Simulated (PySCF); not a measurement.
Molecule: `InChI=1S/C2H12GeOSi2/c1-2-4-3-6-5/h2-3,6H2,1,5H3`.

Geometry (Å), atoms numbered from 1 in this order:
```xyz
18

C    -2.385    1.378   -0.437
C    -2.032   -0.079   -0.242
O    -0.634   -0.216   -0.249
Ge    0.148   -1.824   -0.076
Si    2.426   -1.130   -0.125
Si    2.310    1.180   -0.515
H    -3.477    1.522   -0.435
H    -1.950    1.988    0.368
H    -1.985    1.743   -1.395
H    -2.493   -0.689   -1.046
H    -2.458   -0.446    0.715
H    -0.340   -2.465    1.244
H    -0.308   -2.715   -1.256
H     3.172   -1.841   -1.210
H     3.095   -1.428    1.180
H     3.696    1.740   -0.609
H     1.603    1.445   -1.803
H     1.602    1.849    0.615
```

Geometry PBE0-D3(BJ)/def2-SVP throughout; GIAO in PySCF, gas phase, one conformer, non-relativistic; equivalent atoms averaged; functional PBE0.

For orientation, cc-pVDZ gives these absolute shieldings σ: C1 176.1, O3 311.3, Ge4 1579.1, Si5 503.5, H12/H13 25.98, H16/H17/H18 27.64, H10/H11 27.69, H14/H15 27.71, H7/H8/H9 30.14 ppm.

A run gave: C1 175.4, O3 300.7, Ge4 1564.9, Si5 505.4, H12/H13 25.86, H16/H17/H18 27.58, H10/H11 27.71, H14/H15 27.62, H7/H8/H9 30.18 ppm (absolute shieldings σ).

Question: Which basis set was used in that run?
A. aug-cc-pVDZ
B. 6-31G*
C. def2-SVP
D. pcSseg-0

Answer: A. O3 tells them apart best: aug-cc-pVDZ gives 300.7, def2-SVP gives 313.8, pcSseg-0 gives 335.6, 6-31G* gives 314.5 ppm.
